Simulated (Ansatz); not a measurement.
Born–Oppenheimer molecular dynamics of CH7BSn (10 atoms, charge 0, multiplicity 1). It starts at the highest image of a converged band, a first-order saddle point between two minima.

The calculation used RKS r2SCAN-D4/def2-SVP in Ansatz 0.2.0.

- ensemble: NVE (velocity Verlet)
- time step: 0.5 fs
- steps asked: 200
- starting velocities drawn for: 300 K
- seed: 6283

First frame:

```xyz
10
Properties=species:S:1:pos:R:3
C -1.206 0.825 -0.611
B 0.011 -0.145 -0.734
Sn 1.473 -0.438 0.858
H -2.159 0.333 -0.866
H -1.050 1.594 -1.393
H -1.315 1.353 0.347
H 0.130 -0.929 -1.647
H 2.765 -1.557 0.813
H 1.455 0.375 2.365
H -0.018 -1.463 0.870
```

Q: What does the run give?

A: The run went to its last step.

```yaml
steps_done: 200
time_covered: 100 fs
mean_temperature_over_the_second_half: 355 K
spread_of_the_potential_energy_over_the_second_half: 8.8 meV per atom
mean_potential_energy_of_the_second_half_above_the_start: -5.6 meV per atom
```

The conserved energy stayed within 0.23 meV per atom of its start (net change -0.0002 meV per atom), so the integration is sound. A run of 0.1 ps of so small a system gives no equilibrium averages. The orbitals stay closed-shell, which can raise the energy where a bond breaks towards radicals; this wasn't checked here.

Q: What happens to the structure?

A: Between its relaxed ends the band would form B2–H10. These pairs go: B2–H10 2.08 → 1.20 Å. In the last frame they stand as after the step (other bonds may differ from the relaxed reactants and products). These pairs come and go: their bonding changes 9 times, last at 96 of 100 fs, so the outcome isn't settled. Also parted: Sn3–H10 1.81 → 2.14 Å. It ends as one piece, CH7BSn. Pairs count as bonded within 1.25 times the sum of covalent radii (0.12 Å more for H–H). This is one draw of velocities; another would differ in detail.

Q: How do temperature and energy run in time?

A: 
```
time (fs)  T (K)  potential energy less start (eV)  conserved less start (meV/atom)
        0    300                             0.000                             0.00
        5    189                             0.115                             0.05
       10    119                             0.188                             0.08
       15    128                             0.179                             0.10
       20    242                             0.061                             0.08
       25    309                            -0.008                             0.08
       30    401                            -0.103                             0.11
       35    303                            -0.001                             0.23
       40    528                            -0.235                             0.07
       45    433                            -0.136                             0.12
       50    492                            -0.198                             0.03
       55    442                            -0.146                             0.03
       60    290                             0.012                             0.14
       65    482                            -0.189                            -0.08
       70    352                            -0.054                            -0.02
       75    225                             0.078                             0.10
       80    323                            -0.024                             0.07
       85    233                             0.071                             0.19
       90    412                            -0.116                            -0.01
       95    349                            -0.050                             0.07
      100    458                            -0.163                             0.00
```

Time of the run: 4.5 min on 2 threads of Intel(R) Xeon(R) Platinum 8488C (Sapphire Rapids) (shared host), peak memory 0.16 GiB.
